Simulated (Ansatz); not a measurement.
```yaml
crystal:
  periodic: [false, false, false]
  atoms:
    - {symbol: C, position_ang: [-1.696376, 1.047471, -2.285021]}
    - {symbol: O, position_ang: [-0.478025, 0.046583, -2.295930]}
    - {symbol: In, position_ang: [0.575168, -0.535704, -0.444628]}
    - {symbol: O, position_ang: [2.279046, -1.939710, -0.550369]}
    - {symbol: O, position_ang: [-0.083102, 0.285442, 1.495911]}
    - {symbol: C, position_ang: [0.628885, -0.097966, 2.849622]}
    - {symbol: H, position_ang: [-2.637454, 0.643904, -1.605343]}
    - {symbol: H, position_ang: [-1.388975, 2.163843, -1.873026]}
    - {symbol: H, position_ang: [-2.094686, 1.171471, -3.438287]}
    - {symbol: H, position_ang: [2.477537, -2.249845, -1.561605]}
    - {symbol: H, position_ang: [0.567933, -1.300837, 3.094578]}
    - {symbol: H, position_ang: [0.059382, 0.497369, 3.758130]}
    - {symbol: H, position_ang: [1.813403, 0.229116, 2.872657]}
basis:
  gaussian: {orbitals: def2-TZVP, fitting: {mean_field: cc-pVTZ-jkfit}}
hamiltonian: {xc: {name: B97M-V}, pseudopotentials: {relativity: none}}
accuracy: high
output: {forces: true}
```

```sh
$ ansatz run in.yaml --threads 4 --pin off --events-out ev --progress --plain --max-ram 11315MiB
```

(1) How does Ansatz answer? (Best estimate.)

## Answers

(1) Ansatz gave: The program refused the input.
```
Functional definition: B97M-V
Error: <dir> the basis set cc-pVTZ-JKFIT has no functions for In
```
